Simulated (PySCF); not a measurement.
Two species compared at the same levels of theory.

First species: C5H2BrFOS.
InChI=1S/C5H2BrFOS/c6-5(8)3-1-2-4(7)9-3/h1-2H

Second species: C₅H₇GeNS.
Numbering: `[SH:1][GeH2:2][c:3]1[cH:4][cH:5][n:6][cH:7][cH:8]1` (hydrogens: H9 on S1; H10, H11 on Ge2; H12 on C4; H13 on C5; H14 on C7; H15 on C8)

Cartesian coordinates in Å at the PBE0-D3(BJ)/def2-SVP level; atoms count from 1:
```xyz
15
C5H7GeNS angstrom
S      3.2838    0.4306   -0.9716
Ge     1.9916   -0.3267    0.6794
C      0.1101   -0.1563    0.1876
C     -0.2895   -0.0337   -1.1455
C     -1.6511    0.0650   -1.4350
N     -2.6033    0.0504   -0.5064
C     -2.2246   -0.0625    0.7637
C     -0.8918   -0.1662    1.1632
H      2.8235    1.6985   -0.8879
H      2.3987   -1.7999    0.8385
H      2.2466    0.4447    1.9873
H      0.4509   -0.0070   -1.9501
H     -1.9849    0.1619   -2.4750
H     -3.0242   -0.0686    1.5140
H     -0.6535   -0.2488    2.2277
```

Levels: CAM-B3LYP/def2-SVPD for dipole moment, HOMO energy, LUMO energy, HOMO–LUMO gap, static isotropic polarisability and electronic spatial extent ⟨r²⟩ about the centre of nuclear charge; TDDFT CAM-B3LYP/def2-SVPD for lowest singlet excitation; TDA CAM-B3LYP/def2-SVPD for lowest triplet excitation (Tamm–Dancoff); PBE0-D3(BJ)/def2-SVP for rotational constant A and rotational constant C. Geometries: PBE0-D3(BJ)/def2-SVP. Each species is one conformer at its optimised geometry, gas phase, non-relativistic unless stated. Electronic properties by PySCF.

Dipoles, sizes and rotational constants follow the conformer. The torsions of the flexible species, by atom-mapped SMILES:
- `[O:1]=[C:2]([Br:3])[c:4]1[cH:5][cH:6][c:7]([F:8])[s:9]1`: O1–C2–C4–C5 180°
- `[SH:1][GeH2:2][c:3]1[cH:4][cH:5][n:6][cH:7][cH:8]1`: S1–Ge2–C3–C4 20°, H–S1–Ge2–C3 63°

```json
{"property": "dipole moment", "column X": "3.41 D", "column Y": "1.52 D"}
{"property": "HOMO energy", "column X": "-8.93 eV", "column Y": "-8.82 eV"}
{"property": "LUMO energy", "column X": "-1.53 eV", "column Y": "-0.27 eV"}
{"property": "HOMO–LUMO gap", "column X": "7.40 eV", "column Y": "8.55 eV"}
{"property": "lowest singlet excitation", "column X": "4.55 eV", "column Y": "4.80 eV"}
{"property": "lowest triplet excitation (Tamm–Dancoff)", "column X": "3.04 eV", "column Y": "4.12 eV"}
{"property": "static isotropic polarisability", "column X": "103.6 au", "column Y": "114.3 au"}
{"property": "electronic spatial extent ⟨r²⟩ about the centre of nuclear charge", "column X": "2307 bohr²", "column Y": "1856 bohr²"}
{"property": "rotational constant A", "column X": "2.817 GHz", "column Y": "2.902 GHz"}
{"property": "rotational constant C", "column X": "0.402 GHz", "column Y": "0.563 GHz"}
```

(1) Which column belongs to which species?

(2) How does each property change from the first species to the second?

## Answers

(1) Column X is the first species and column Y the second. The first has 11 atoms and 100 electrons, the second 15 and 92.

(2) dipole moment -1.89 D; HOMO energy +0.11 eV; LUMO energy +1.26 eV; HOMO–LUMO gap +1.15 eV; lowest singlet excitation +0.25 eV; lowest triplet excitation (Tamm–Dancoff) +1.08 eV; static isotropic polarisability +10.7 au; electronic spatial extent ⟨r²⟩ about the centre of nuclear charge -451 bohr²; rotational constant A +0.085 GHz; rotational constant C +0.161 GHz.

On the first: The 10 singlets span 4.55 to 6.80 eV, and their oscillator strengths add up to 0.37. Relativistic effects, spin–orbit coupling among them, are left out although an element past zinc is present.

On the second: No computed singlet falls in the visible range (750 to 380 nm, 1.65 to 3.26 eV); S1 lies 1.54 eV above its blue end. The vertical singlet–triplet gap S1 − T1 is 0.68 eV (TDDFT singlet less Tamm–Dancoff triplet; S1: HOMO−1→LUMO, weight 0.57, beside HOMO→LUMO, weight 0.36; T1: HOMO−1→LUMO, weight 0.56, beside HOMO→LUMO, weight 0.32). Relativistic effects, spin–orbit coupling among them, are left out although an element past zinc is present.
